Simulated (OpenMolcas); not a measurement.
Ionisation energies of bromine

```
Program             : OpenMolcas 26.06
Basis               : ANO-R2 [6s5p4d2f1g]
Scalar Hamiltonian  : X2C, finite nucleus
Spin-orbit coupling : RASSI with atomic mean-field integrals over the reference wave functions, term energies averaged over their components
```

Active shells in each charge state: the valence s, p shells, with orbitals averaged over the low states. Where CASPT2's correlated closed shells are named, they are those of the first ion.

A. CASSCF
B. SS-CASPT2, IPEA 0.25 Eh, imaginary shift 0.1 Eh (closed shells correlated: 3s 3p 3d)

Energies in eV between the lowest computed levels (charge -1 gives the electron affinity), named as in B; reference values from the NIST Atomic Spectra Database with their kind.

```
                From                    To        A        B  Spin-orbit share in B                 Reference
     Br- 4s2 4p6 1S0    Br 4s2 4p5 2P* 3/2    2.132    2.896                 -0.142                          
  Br 4s2 4p5 2P* 3/2       Br+ 4s2 4p4 3P2   10.694   11.569                 -0.054         11.814 (measured)
     Br+ 4s2 4p4 3P2  Br2+ 4s2 4p3 4S* 3/2   20.237   21.304                 +0.157         21.591 (measured)
Br2+ 4s2 4p3 4S* 3/2      Br3+ 4s2 4p2 3P0   34.027   34.949                 -0.453         34.871 (measured)
    Br3+ 4s2 4p2 3P0   Br4+ 4s2 4p 2P* 1/2   45.984   46.968                 +0.028         47.782 (measured)
 Br4+ 4s2 4p 2P* 1/2          Br5+ 4s2 1S0   58.449   59.575                 +0.463         59.595 (measured)
        Br5+ 4s2 1S0        Br6+ 4s 2S 1/2   86.342   87.052                 +0.000         87.390 (measured)
      Br6+ 4s 2S 1/2         Br7+ 3d10 1S0  101.563  102.479                 +0.000  103.030 (semi-empirical)
```

Error against the reference values, in %:

```tsv
From	Reference	A	B
Br	measured	-9.5	-2.1
Br+	measured	-6.3	-1.3
Br2+	measured	-2.4	+0.2
Br3+	measured	-3.8	-1.7
Br4+	measured	-1.9	0
Br5+	measured	-1.2	-0.4
Br6+	semi-empirical	-1.4	-0.5
```

Mean absolute error over the 6 measured values: A 1.22 eV, B 0.30 eV. B lies closest.

No diffuse functions were added, so the electron affinity comes out too small, and without dynamic correlation a bound anion can come out unbound.

* marks odd parity.
